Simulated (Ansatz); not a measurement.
A structure relaxed at r2SCAN-D4/def2-TZVP in Ansatz, charge 0, singlet:

```xyz
3

Ni    1.848   -0.706   -0.229
I    -0.016    0.302   -1.034
I    -1.831    0.404    1.263
```

Task: Give its formula and point group.

Result: the cluster NiI2. Point group Cs (tolerance 0.1 Å).

Task: Summarise the bond lengths by kind (pairs closer than 1.2 times the sum of covalent radii, bridged metal pairs left out).

Result: 1 × I–Ni 2.27 Å; 1 × I–I 2.93 Å. The metal has 1 neighbour: I 2.27 Å.

In the def2 sets I takes a core potential; there is no spin–orbit coupling. The restricted singlet is unstable towards broken spin symmetry in Hartree–Fock (as tested in another run); at r2SCAN-D4/def2-TZVP this wasn't settled. In the singlet, I2 and I3 lie 2.93 Å apart (atoms count from 1), so these atoms are partly bonded to each other. Another isomer (triplet) lies 3.10 eV lower at PBE0-D4/def2-TZVP; other spin states weren't run for this one.
